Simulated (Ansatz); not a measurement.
Reaction (redistribution): `[CH3][GeH2][GeH3]` + `F[SiH](F)[SeH]` → `[CH3][GeH2][SeH]` + `F[SiH](F)[GeH3]`

Isolated molecules relaxed with PBE0-D4/def2-TZVP in Ansatz; ΔE leaves out vibrations. CBS: MP2 limit from def2 TZ/QZ plus the TZ coupled-cluster correction, frozen cores. DFT in def2-TZVPP. B3LYP here is the variant with VWN-RPA as its local correlation; programs differ in this. For Ge, Se outer-core shells are correlated without core-valence functions, which leaves a few kJ/mol of doubt a bond. Scalar relativity is left out up to krypton. Each species was taken in one conformer, which may not be the lowest.

`[CH3][GeH2][GeH3]`:

```xyz
11

C    -0.348   -1.664    0.603
Ge    0.172   -0.393   -0.792
Ge    0.189    1.873    0.067
H    -1.348   -1.431    0.972
H     0.353   -1.617    1.437
H    -0.350   -2.680    0.205
H    -0.813   -0.482   -1.975
H     1.576   -0.746   -1.323
H     1.178    1.996    1.240
H    -1.209    2.262    0.583
H     0.600    2.882   -1.017
```

`F[SiH](F)[SeH]`:

```xyz
6

F     1.219    1.185   -0.260
Si    0.137    0.059   -0.531
F     0.953   -1.298   -0.604
Se   -1.409   -0.001    1.099
H    -0.520    0.309   -1.823
H    -0.381   -0.254    2.119
```

`[CH3][GeH2][SeH]`:

Cartesian coordinates in Å:
```
C 0.739 -0.640 -0.809
Ge -0.297 0.789 0.016
Se -1.879 -0.091 1.535
H 1.297 -1.185 -0.048
H 0.069 -1.334 -1.318
H 1.443 -0.224 -1.532
H -1.154 1.542 -1.015
H 0.621 1.780 0.755
H -0.839 -0.637 2.416
```

`F[SiH](F)[GeH3]`:

```xyz
8

F    -0.290   -2.180   -0.522
Si    0.661   -0.949   -0.180
F     1.580   -0.701   -1.456
Ge   -0.660    0.983    0.234
H     1.549   -1.372    0.928
H    -1.566    0.735    1.450
H    -1.530    1.305   -0.989
H     0.257    2.178    0.534
```

Problem. Is it downhill or uphill in electronic energy at CCSD(T)/CBS, and by how much? (Estimate.)

Solution. Ansatz gave: Uphill: ΔE = +6.7 kcal/mol.

Problem. What do these levels give: revPBE-D4, r2SCANh-D4, BHLYP-D4, B2PLYP, revPBE, PBE0, B3LYP, r2SCAN0, RPA@PBE/def2-TZVPP, MP2/def2-SVP, CCSD(T)/def2-TZVPP, SCS-MP2/def2-QZVPP? (Best estimate.)

Solution. The calculation gave: revPBE-D4 5.8, r2SCANh-D4 6.5, BHLYP-D4 5.7, B2PLYP 6.0, revPBE 5.3, PBE0 5.9, B3LYP 5.4, r2SCAN0 6.6, RPA@PBE/def2-TZVPP 5.9, MP2/def2-SVP 6.5, CCSD(T)/def2-TZVPP 6.4, SCS-MP2/def2-QZVPP 6.5 kcal/mol.

Largest T1 diagnostic among the species: 0.012.

Leaving LDA and LC-ωPBE aside and taking each functional with its dispersion term where it has one, the values, not all of them listed here, spread over 1.2 kcal/mol, from BLYP-D4 to r2SCAN0-D4. LDA lies +1.0 kcal/mol from PBE without D4. In def2-TZVPP, CCSD(T) changes the Hartree–Fock value by +1.6 kcal/mol (the triples alone add +0.1 kcal/mol) and MP2 by +2.3 kcal/mol. At CCSD(T), def2-SVP lies −0.8 kcal/mol from the extrapolated value and def2-TZVPP −0.4 kcal/mol.
